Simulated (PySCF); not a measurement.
ClSn, charge +1, singlet, geometry from GFN2-xTB (such geometries of metal compounds can be far from the true shape) (all electrons, no relativity). Base run: PySCF with HF/STO-3G.

Input for PySCF:
```python
from pyscf import gto, scf

mol = gto.Mole()
mol.atom = '''
    Sn   -0.000000   -0.000000   -0.582865
    Cl    0.000000    0.000000    1.714309
'''
mol.basis = 'sto-3g'
mol.charge = 1
mol.spin = 0
mol.verbose = 4
mol.build()

mf = scf.RHF(mol)
mf.kernel()
mf.analyze()
```

The base run was repeated with changes; each row names its change, and settings that it needs were set with it.

| change | ΔE vs base (µEh) | SCF cycles |
|---|---|---|
| base | 0.0 | 8 |
| init_guess = huckel | 0.0 | 7 |
| diis = off (with mf.max_cycle = 100) | 0.0 | 12 |
| diis_space = 20 | 0.0 | 8 |
| conv_tol = 1e-6 | 0.0 | 6 |
| init_guess = atom | 0.0 | 8 |
| diis = off; damp = 0.3 (with mf.diis_start_cycle = 200; with mf.max_cycle = 150) | 0.0 | 18 |
| solver = newton; init_guess = 1e | 0.0 | - |
| conv_tol = 1e-7 | 0.0 | 7 |
| diis_space = 12 | 0.0 | 8 |
| diis_space = 4 | 0.0 | 8 |
| solver = newton | 0.0 | - |
| conv_tol = 1e-4 | 3.5 | 4 |
